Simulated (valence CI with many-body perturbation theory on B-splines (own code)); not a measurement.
# Pm⁴⁸⁺: electric-dipole lines

Level of theory: configuration interaction combined with many-body perturbation theory (CI+MBPT): three valence electrons over a frozen Dirac-Fock core [Ne], radial functions for each j: 11 s, 11 p, 10 d, 8 f, 5 g, 2 h, with the one-electron correlation potential Σ1, the two-electron term Σ2, the three-electron term Σ3, Breit, model QED; selected CI, second order for the rest, scaled by the run's own slope (own B-spline code, finite nucleus).

No measured spectrum was set against this ion. As an estimate, large intervals hold to a few tenths of a per cent, small ones and those within an open d or f shell to about a per cent.

Lines 201 to 250 of 586 in falling wavelength, among levels below 2042.1 eV, chosen from the strongest by gf and those to the six lowest levels. Wavelengths and rates use the calculated energies. Electric multipoles are in the length gauge with retardation, E1 and E2 with the static RPA response of the core. Weak lines are less certain than strong ones. Lines between different terms over intervals too small for the method are left out, as are lines whose strength nearly cancels. The highest levels of a list are the least certain.

Levels are named by their leading jj configuration (3d3/2^4 stands for four electrons in 3d with j = 3/2), which in mixed levels can hold well under half, so a name can repeat and another be missing. Letters in brackets count levels of one name in rising energy.

| λ vac (nm) | Upper | Lower | A (s⁻¹) | S (a.u.) |
| --- | --- | --- | --- | --- |
| 5.699 | (3d3/2 3d5/2^2) J=7/2 [b] | (3p3/2 3d3/2 3d5/2) J=7/2 [b] | 8.87e+10 | 6.48e-02 |
| 5.694 | (3p3/2 3d5/2^2) J=9/2 | (3p3/2^2 3d3/2) J=7/2 | 7.65e+10 | 6.97e-02 |
| 5.692 | (3d5/2^3) J=9/2 | (3p3/2 3d3/2 3d5/2) J=9/2 [b] | 4.23e+10 | 3.85e-02 |
| 5.690 | (3d3/2 3d5/2^2) J=9/2 | (3p3/2 3d3/2 3d5/2) J=9/2 [a] | 8.62e+10 | 7.83e-02 |
| 5.684 | (3d3/2 3d5/2^2) J=11/2 | (3p3/2 3d3/2 3d5/2) J=11/2 | 2.96e+10 | 3.22e-02 |
| 5.681 | (3d5/2^3) J=3/2 | (3p3/2 3d3/2 3d5/2) J=5/2 [e] | 1.32e+11 | 4.78e-02 |
| 5.671 | (3d3/2 3d5/2^2) J=5/2 [b] | (3p3/2 3d3/2 3d5/2) J=5/2 [b] | 7.93e+10 | 4.28e-02 |
| 5.630 | (3s 3d5/2^2) J=5/2 | (3s 3p3/2 3d5/2) J=5/2 [a] | 1.76e+11 | 9.31e-02 |
| 5.627 | (3s 3d5/2^2) J=3/2 | (3s 3p3/2 3d5/2) J=3/2 [a] | 9.65e+10 | 3.39e-02 |
| 5.620 | (3s 3p1/2 3d5/2) J=3/2 | (3s 3p1/2 3p3/2) J=5/2 | 2.25e+10 | 7.88e-03 |
| 5.606 | (3d3/2 3d5/2^2) J=3/2 [b] | (3p3/2 3d3/2 3d5/2) J=5/2 [c] | 7.38e+10 | 2.57e-02 |
| 5.599 | (3p3/2 3d5/2^2) J=1/2 | (3p3/2^2 3d3/2) J=3/2 [b] | 1.13e+11 | 1.96e-02 |
| 5.596 | (3p3/2 3d5/2^2) J=7/2 [a] | (3p3/2^2 3d3/2) J=5/2 | 2.68e+10 | 1.85e-02 |
| 5.561 | (3p3/2 3d3/2 3d5/2) J=5/2 [d] | (3p3/2^2 3d3/2) J=3/2 [a] | 5.50e+10 | 2.80e-02 |
| 5.552 | (3s 3d5/2^2) J=7/2 | (3s 3p3/2 3d5/2) J=5/2 [a] | 5.34e+10 | 3.61e-02 |
| 5.547 | (3s 3d3/2 3d5/2) J=7/2 [b] | (3s 3p3/2 3d3/2) J=7/2 | 4.35e+10 | 2.93e-02 |
| 5.525 | (3p3/2^2 3d3/2) J=7/2 | (3s 3p3/2 3d5/2) J=5/2 [b] | 3.99e+10 | 2.66e-02 |
| 5.506 | (3s 3p3/2 3d5/2) J=7/2 [b] | (3s 3p3/2^2) J=5/2 | 2.23e+11 | 1.47e-01 |
| 5.467 | (3s 3d3/2 3d5/2) J=5/2 [b] | (3s 3p3/2 3d3/2) J=5/2 [a] | 6.89e+10 | 3.34e-02 |
| 5.438 | (3p3/2 3d5/2^2) J=7/2 [b] | (3p3/2^2 3d5/2) J=7/2 | 1.57e+11 | 9.99e-02 |
| 5.427 | (3s 3d5/2^2) J=9/2 | (3s 3p3/2 3d5/2) J=9/2 | 1.02e+11 | 8.07e-02 |
| 5.391 | (3p3/2 3d5/2^2) J=5/2 | (3p3/2^2 3d5/2) J=7/2 | 5.25e+10 | 2.44e-02 |
| 5.386 | (3s 3p1/2 3d5/2) J=5/2 [b] | (3s 3p1/2 3p3/2) J=3/2 [a] | 7.53e+09 | 3.48e-03 |
| 5.364 | (3d5/2^3) J=5/2 | (3p3/2 3d5/2^2) J=7/2 [a] | 4.42e+10 | 2.02e-02 |
| 5.334 | (3p3/2 3d5/2^2) J=3/2 [b] | (3p3/2^2 3d5/2) J=1/2 | 1.21e+11 | 3.63e-02 |
| 5.308 | (3s 3d5/2^2) J=1/2 | (3s 3p3/2 3d5/2) J=3/2 [a] | 1.28e+11 | 1.88e-02 |
| 5.294 | (3s 3p1/2 3d5/2) J=3/2 | (3s 3p1/2 3p3/2) J=3/2 [a] | 4.80e+10 | 1.41e-02 |
| 5.253 | (3p3/2 3d3/2 3d5/2) J=5/2 [c] | (3s 3d5/2^2) J=3/2 | 4.29e+10 | 1.84e-02 |
| 5.191 | (3p3/2^2 3d5/2) J=7/2 | (3s 3p3/2 3d5/2) J=5/2 [b] | 1.94e+11 | 1.07e-01 |
| 5.101 | (3p3/2 3d3/2 3d5/2) J=5/2 [c] | (3s 3d5/2^2) J=7/2 | 4.54e+10 | 1.79e-02 |
| 5.095 | (3s 3p3/2 3d5/2) J=5/2 [b] | (3s 3p3/2^2) J=5/2 | 7.35e+10 | 2.88e-02 |
| 5.078 | (3p3/2 3d3/2^2) J=7/2 | (3s 3d3/2 3d5/2) J=5/2 [a] | 3.97e+10 | 2.05e-02 |
| 5.027 | (3p3/2 3d3/2 3d5/2) J=7/2 [a] | (3s 3d3/2 3d5/2) J=7/2 [b] | 4.31e+10 | 2.16e-02 |
| 5.026 | (3p3/2^2 3d3/2) J=3/2 [b] | (3s 3p3/2 3d5/2) J=1/2 | 6.58e+10 | 1.65e-02 |
| 5.019 | (3s 3p1/2 3p3/2) J=3/2 [a] | (3s^2 3p1/2) J=1/2 | 1.74e+09 | 4.35e-04 |
| 4.973 | (3p3/2^2 3d3/2) J=5/2 | (3s 3p3/2 3d5/2) J=3/2 [a] | 8.86e+10 | 3.23e-02 |
| 4.906 | (3p3/2^2 3d5/2) J=1/2 | (3s 3p3/2 3d5/2) J=3/2 [b] | 3.43e+11 | 4.00e-02 |
| 4.889 | (3p3/2^2 3d5/2) J=9/2 | (3s 3p3/2 3d5/2) J=7/2 [b] | 4.30e+11 | 2.48e-01 |
| 4.863 | (3s 3p3/2 3d5/2) J=5/2 [a] | (3s^2 3d5/2) J=5/2 | 1.42e+11 | 4.83e-02 |
| 4.857 | (3p3/2 3d3/2 3d5/2) J=5/2 [e] | (3s 3d5/2^2) J=3/2 | 7.22e+10 | 2.45e-02 |
| 4.839 | (3p3/2^2 3d3/2) J=7/2 | (3s 3p3/2 3d5/2) J=7/2 [a] | 4.64e+10 | 2.07e-02 |
| 4.832 | (3p3/2 3d3/2 3d5/2) J=5/2 [d] | (3s 3d5/2^2) J=5/2 | 1.41e+11 | 4.71e-02 |
| 4.824 | (3p3/2^2 3d5/2) J=7/2 | (3s 3p3/2 3d5/2) J=7/2 [b] | 1.09e+11 | 4.84e-02 |
| 4.812 | (3p3/2 3d5/2^2) J=7/2 [a] | (3s 3d5/2^2) J=7/2 | 8.89e+10 | 3.91e-02 |
| 4.808 | (3p3/2 3d3/2 3d5/2) J=3/2 [a] | (3s 3d3/2 3d5/2) J=3/2 [b] | 1.30e+11 | 2.85e-02 |
| 4.790 | (3p3/2 3d3/2 3d5/2) J=11/2 | (3s 3d3/2 3d5/2) J=9/2 | 3.95e+11 | 2.57e-01 |
| 4.789 | (3p3/2 3d3/2 3d5/2) J=5/2 [b] | (3s 3d3/2 3d5/2) J=5/2 [b] | 1.48e+11 | 4.81e-02 |
| 4.788 | (3p3/2^2 3d3/2) J=1/2 | (3s 3p3/2 3d3/2) J=1/2 [b] | 3.80e+11 | 4.12e-02 |
| 4.788 | (3p1/2 3p3/2 3d5/2) J=3/2 [a] | (3s 3p1/2 3d5/2) J=3/2 | 1.89e+11 | 4.10e-02 |
| 4.784 | (3p3/2 3d3/2 3d5/2) J=9/2 [b] | (3s 3d5/2^2) J=9/2 | 1.41e+11 | 7.59e-02 |
